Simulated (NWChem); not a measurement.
System: C3H4BrF; SMILES C(=C\Br)(/F)C

The following NWChem deck was run.

```
start job
memory heap 200 mb stack 900 mb global 1100 mb
geometry units angstroms
  C     -1.970199     0.269533     1.060641
  C     -0.734013     1.063256     0.854576
  F     -0.768906     2.278007     1.450551
  C      0.370799     0.760438     0.187478
  Br     0.604855    -0.877457    -0.704788
  H     -2.134674     0.120659     2.127784
  H     -1.898444    -0.694181     0.566914
  H     -2.825912     0.817820     0.666520
  H      1.207394     1.435082     0.113483
end
basis spherical
  * library 6-31g*
end
dft
  xc b3lyp
  iterations 150
end
driver
  maxiter 120
end
task dft optimize
task dft freq
```

This build's default masses of Se (78.918 u) and Br (79.917 u) are each other's, which moves their modes by up to 0.6 %.

The level has its own optimisation; frequencies are unscaled. Brackets give each atom's bonded neighbours.

Task: Predict the main results of this run. (B3LYP/6-31G* (spherical d).) Quantities: r C–C [C(CCF)–C(CHHH)] (Å); r C–F (Å); r C–C [C(BrCH)–C(CCF)] (Å); r Br–C (Å); highest harmonic frequency (cm⁻¹); lowest (cm⁻¹); zero-point energy (kcal/mol); dipole (D).

Result: 
```yaml
r C–C [C(CCF)–C(CHHH)] (Å): 1.488
r C–F (Å): 1.357
r C–C [C(BrCH)–C(CCF)] (Å): 1.333
r Br–C (Å): 1.902
highest harmonic frequency (cm⁻¹): 3263
lowest (cm⁻¹): 145
zero-point energy (kcal/mol): 39.6
dipole (D): 1.04
```
